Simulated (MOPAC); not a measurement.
MOPAC input (PM6):

```
PM6 PRECISE GNORM=0.05 LET XYZ UHF MS=0.5 GEO-OK AUX(PRECISION=9) THREADS=1
C2H5O2Si

C     2.25953500 1    0.30906900 1   -0.14720500 1
C     0.92849200 1   -0.14888900 1    0.15010900 1
O     0.67329800 1   -1.10123800 1    0.86705100 1
O    -0.04943000 1    0.57841100 1   -0.44346300 1
Si   -1.66396100 1    0.14862100 1   -0.17878200 1
H     3.09227500 1   -0.22001700 1    0.28936300 1
H     2.42243700 1    1.16023600 1   -0.79053400 1
H    -1.92809900 1   -1.21217900 1   -0.68302100 1
H    -2.00406900 1    0.26476000 1    1.25182600 1
H    -2.40619500 1    1.14803800 1   -0.97081700 1
```

Output:

```
 *******************************************************************************
 **                                                                           **
 **                              MOPAC v23.2.5                                **
 **                                                                           **
 *******************************************************************************
 ** MOPAC's Digital Object Identifier: https://doi.org/10.5281/zenodo.6511958 **
 **                                                                           **
 ** Please cite the open-source release paper for use of this MOPAC version:  **
 ** J. E. Moussa and J. J. P. Stewart (2026)                                  **
 ** MOPAC: An open-source semiempirical molecular orbital program             **
 ** J. Open Source Softw., 11(119), 8025, https://doi.org/10.21105/joss.08025 **
 *******************************************************************************

                              PM6 CALCULATION RESULTS

 *******************************************************************************
 *  PM6        - The PM6 Hamiltonian to be used
 *  GEO-OK     - OVERRIDE INTERATOMIC DISTANCE AND OTHER SAFETY CHECKS
 *  UHF        - UNRESTRICTED HARTREE-FOCK CALCULATION
 *  MS=        - IN MECI, MAGNETIC COMPONENT OF SPIN =  0.5
 *  LET        - OVERRIDE SOME SAFETY CHECKS
 *  PRECISE    - TIGHTER CRITERIA TO BE USED
 *  XYZ        - CARTESIAN COORDINATE SYSTEM TO BE USED
 *  GNORM      - EXIT WHEN GRADIENT NORM DROPS BELOW 0.050
 *  AUX        - OUTPUT AUXILIARY INFORMATION
 *******************************************************************************
PM6 PRECISE GNORM=0.05 LET XYZ UHF MS=0.5 GEO-OK AUX(PRECISION=9) THREADS=1
 C2H5O2Si

   ATOM   CHEMICAL          X               Y               Z
  NUMBER   SYMBOL      (ANGSTROMS)     (ANGSTROMS)     (ANGSTROMS)

     1       C          2.25953500  *   0.30906900  *  -0.14720500  *
     2       C          0.92849200  *  -0.14888900  *   0.15010900  *
     3       O          0.67329800  *  -1.10123800  *   0.86705100  *
     4       O         -0.04943000  *   0.57841100  *  -0.44346300  *
     5      Si         -1.66396100  *   0.14862100  *  -0.17878200  *
     6       H          3.09227500  *  -0.22001700  *   0.28936300  *
     7       H          2.42243700  *   1.16023600  *  -0.79053400  *
     8       H         -1.92809900  *  -1.21217900  *  -0.68302100  *
     9       H         -2.00406900  *   0.26476000  *   1.25182600  *
    10       H         -2.40619500  *   1.14803800  *  -0.97081700  *

          CARTESIAN COORDINATES

    NO.       ATOM           X           Y           Z

     1         C          2.2595      0.3091     -0.1472
     2         C          0.9285     -0.1489      0.1501
     3         O          0.6733     -1.1012      0.8671
     4         O         -0.0494      0.5784     -0.4435
     5        Si         -1.6640      0.1486     -0.1788
     6         H          3.0923     -0.2200      0.2894
     7         H          2.4224      1.1602     -0.7905
     8         H         -1.9281     -1.2122     -0.6830
     9         H         -2.0041      0.2648      1.2518
    10         H         -2.4062      1.1480     -0.9708

 General Reference for PM6:
 "Optimization of Parameters for Semiempirical Methods V: Modification of NDDO Approximations
 and Application to 70 Elements", J. J. P. Stewart, J. Mol. Mod., 13, 1173-1213 (2007)
 URL: https://link.springer.com/article/10.1007/s00894-007-0233-4

           Empirical Formula: C2 H5 O2 Si  =    10 atoms

      MOLECULAR POINT GROUP   :   Cs

          UHF CALCULATION, NO. OF ALPHA ELECTRONS =   15
                           NO. OF BETA  ELECTRONS =   14

          Geometry optimization using EF

          DIAGONAL MATRIX USED AS START HESSIAN

 CYCLE:     1  GRAD.:    69.735 HEAT: -67.98193
 CYCLE:     2  GRAD.:   122.077 HEAT: -62.97793
 CYCLE:     3  GRAD.:   141.722 HEAT: -67.14706
 CYCLE:     4  GRAD.:   382.355 HEAT: -51.52832
 CYCLE:     5  GRAD.:   259.328 HEAT: -54.16789
 CYCLE:     6  GRAD.:   134.154 HEAT: -66.93310
 CYCLE:     7  GRAD.:   242.283 HEAT: -56.23680
 CYCLE:     8  GRAD.:   130.754 HEAT: -67.57078
 CYCLE:     9  GRAD.:   251.265 HEAT: -54.15745
 CYCLE:    10  GRAD.:   155.158 HEAT: -65.58836
 CYCLE:    11  GRAD.:   171.537 HEAT: -66.23725
 CYCLE:    12  GRAD.:    26.695 HEAT: -73.76994
 CYCLE:    13  GRAD.:    35.821 HEAT: -73.65307
 CYCLE:    14  GRAD.:     9.964 HEAT: -74.49500
 CYCLE:    15  GRAD.:    12.957 HEAT: -74.95140
 CYCLE:    16  GRAD.:    33.236 HEAT: -76.09308
 CYCLE:    17  GRAD.:    28.964 HEAT: -76.98236
 CYCLE:    18  GRAD.:    13.059 HEAT: -77.67422
 CYCLE:    19  GRAD.:    18.193 HEAT: -78.14019
 CYCLE:    20  GRAD.:    15.247 HEAT: -78.38439
 CYCLE:    21  GRAD.:    10.306 HEAT: -78.64540
 CYCLE:    22  GRAD.:     5.836 HEAT: -78.74681
 CYCLE:    23  GRAD.:     3.168 HEAT: -78.78594
 CYCLE:    24  GRAD.:     3.659 HEAT: -78.80815
 CYCLE:    25  GRAD.:     3.134 HEAT: -78.82317
 CYCLE:    26  GRAD.:     1.198 HEAT: -78.83170
 CYCLE:    27  GRAD.:     0.727 HEAT: -78.83386
 CYCLE:    28  GRAD.:     0.820 HEAT: -78.83417
 CYCLE:    29  GRAD.:     0.418 HEAT: -78.83450
 CYCLE:    30  GRAD.:     0.177 HEAT: -78.83459
 CYCLE:    31  GRAD.:     0.047 HEAT: -78.83460

     GRADIENT =  0.04683 IS LESS THAN CUTOFF =  0.05000

 -------------------------------------------------------------------------------
 PM6 PRECISE GNORM=0.05 LET XYZ UHF MS=0.5 GEO-OK AUX(PRECISION=9) THREADS=1
 C2H5O2Si

     GEOMETRY OPTIMISED USING EIGENVECTOR FOLLOWING (EF).
     SCF FIELD WAS ACHIEVED

                              PM6 CALCULATION
                                                       MOPAC v23.2.5 Linux

          FINAL HEAT OF FORMATION =        -78.83460 KCAL/MOL =    -329.84397 KJ/MOL

          COSMO AREA              =        133.55 SQUARE ANGSTROMS
          COSMO VOLUME            =        122.38 CUBIC ANGSTROMS

          GRADIENT NORM           =          0.04683          =       0.01481 PER ATOM
          IONIZATION POTENTIAL    =         11.218178 EV
          ALPHA SOMO LUMO (EV)    =        -11.221 -0.151
          BETA  SOMO LUMO (EV)    =        -11.218 -1.754
          NO. OF ALPHA ELECTRONS  =         15
          NO. OF BETA  ELECTRONS  =         14
          MOLECULAR WEIGHT        =         89.1458         POINT GROUP:  Cs

          MOLECULAR DIMENSIONS (Angstroms)

            Atom       Atom       Distance
            H     8    H     6     5.67415
            H    10    O     3     3.83226
            H     9    H     8     2.33647

          SCF CALCULATIONS        =         32

   ATOM   CHEMICAL          X               Y               Z
  NUMBER   SYMBOL      (ANGSTROMS)     (ANGSTROMS)     (ANGSTROMS)

     1       C          2.09937356  *   0.48590664  *  -0.28848108  *
     2       C          1.06578700  *  -0.34835795  *   0.30776516  *
     3       O          1.17750882  *  -1.30022847  *   1.03874316  *
     4       O         -0.18819424  *   0.05329704  *  -0.04807500  *
     5      Si         -1.77399284  *   0.36396590  *  -0.34747797  *
     6       H          3.13342993  *   0.27372540  *  -0.08591219  *
     7       H          1.85146900  *   1.31203472  *  -0.92882599  *
     8       H         -2.36132387  *  -0.80677151  *  -1.00031626  *
     9       H         -2.43683776  *   0.66132053  *   0.92293106  *
    10       H         -1.80663826  *   1.52688888  *  -1.23646966  *

                             CARTESIAN COORDINATES

   1    C        2.099373557     0.485906644    -0.288481085
   2    C        1.065787004    -0.348357947     0.307765162
   3    O        1.177508823    -1.300228473     1.038743160
   4    O       -0.188194237     0.053297039    -0.048074998
   5   Si       -1.773992835     0.363965901    -0.347477973
   6    H        3.133429931     0.273725399    -0.085912195
   7    H        1.851469003     1.312034715    -0.928825986
   8    H       -2.361323869    -0.806771515    -1.000316256
   9    H       -2.436837764     0.661320529     0.922931060
  10    H       -1.806638256     1.526888880    -1.236469657

           Empirical Formula: C2 H5 O2 Si  =    10 atoms

      MOLECULAR POINT GROUP   :   Cs

          ALPHA EIGENVALUES
 -32.96838 -30.32273 -26.86114 -22.81579 -18.94177 -17.02251 -16.98648 -16.71505
 -15.10928 -13.73110 -13.61566 -11.94277 -11.49496 -11.24592 -11.22140  -0.15126
   0.17499   0.86168   0.88011   0.99929   1.86691   2.12549   2.70848   3.63024
   3.96760   4.70455   4.74099   4.88646   5.00935   5.18632

           BETA EIGENVALUES
 -32.62017 -30.28249 -26.55124 -22.67452 -18.73871 -16.87281 -16.68133 -16.56352
 -14.86187 -13.52205 -13.31449 -11.67360 -11.25626 -11.21818  -1.75394  -0.14419
   0.82534   0.87986   0.91945   1.04053   1.88842   2.15992   2.87125   3.61664
   4.11522   4.70467   4.74038   5.07241   5.19895   5.23825

              NET ATOMIC CHARGES AND DIPOLE CONTRIBUTIONS

  ATOM NO.   TYPE          CHARGE      No. of ELECS.   s-Pop       p-Pop       d-Pop
    1          C          -0.341400        4.3414     1.17985     3.16155
    2          C           0.696424        3.3036     1.06903     2.23455
    3          O          -0.421604        6.4216     1.85451     4.56709
    4          O          -0.587092        6.5871     1.64246     4.94463
    5         Si           0.309909        3.6901     1.17074     1.67597     0.84338
    6          H           0.185923        0.8141     0.81408
    7          H           0.188063        0.8119     0.81194
    8          H          -0.009359        1.0094     1.00936
    9          H          -0.009360        1.0094     1.00936
   10          H          -0.011505        1.0115     1.01151
 DIPOLE           X         Y         Z       TOTAL
 POINT-CHG.     0.414     2.414    -1.827     3.056
 HYBRID         0.685    -0.320     0.271     0.803
 SUM            1.099     2.095    -1.556     2.831

          ATOMIC ORBITAL ELECTRON POPULATIONS

     Atom    s        px        py        pz      x^2-y^2     xz        z^2       yz        xy
    1  C   1.17985   1.09292   1.05215   1.01648
    2  C   1.06903   0.74998   0.76199   0.72258
    3  O   1.85451   1.81151   1.35607   1.39951
    4  O   1.64246   1.42552   1.76407   1.75505
    5 Si   1.17074   0.32736   0.67212   0.67649   0.15684   0.21402   0.08698   0.21667   0.16887
    6  H   0.81408
    7  H   0.81194
    8  H   1.00936
    9  H   1.00936
   10  H   1.01151

                    (SZ)    =    0.500000
                    (S**2)  =    0.760968

          ATOMIC ORBITAL SPIN POPULATIONS

    Atom   Total    s     px     py     pz   x^2-y^2  xz     z^2    yz     xy
         Atomic
    1  C  1.0247  0.024  0.040  0.364  0.597
    2  C -0.0925 -0.016 -0.010 -0.029 -0.038
    3  O  0.1387  0.004  0.007  0.048  0.080
    4  O -0.0047 -0.002 -0.004  0.000  0.001
    5 Si -0.0022 -0.000 -0.001 -0.000 -0.000 -0.000 -0.000 -0.000 -0.000 -0.000
    6  H -0.0316 -0.032
    7  H -0.0320 -0.032
    8  H -0.0002 -0.000
    9  H -0.0002 -0.000
   10  H -0.0001 -0.000

 **********************
 *                    *
 * JOB ENDED NORMALLY *
 *                    *
 **********************

 == MOPAC DONE ==
```

The geometry given is a B3LYP-D3(BJ)/def2-TZVP minimum.
